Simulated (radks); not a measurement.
Question: All-electron calculation, non-relativistic Kohn-Sham, LDA (Slater exchange, Perdew-Wang correlation), spin-polarised, spherical densities, point nucleus; open shells are filled with parallel spins first (spin-orbit coupling, left out, can overturn this in heavy ions). Program: a radial shooting solver on a logarithmic mesh with Libxc functionals. Response by self-consistent Sternheimer equations with the Hartree and adiabatic LDA kernel. For heavy and open-shell atoms this level of theory can miss by tens of per cent. Rank Se+, He+, Nb, V3+, Ar, Ti3+ (NIST ground configurations) by static dipole polarisability, largest first.

Answer: Nb 92.79, Se+ 14.40, Ar 12.00, Ti3+ 2.306, V3+ 2.280, He+ 0.3266 bohr^3.
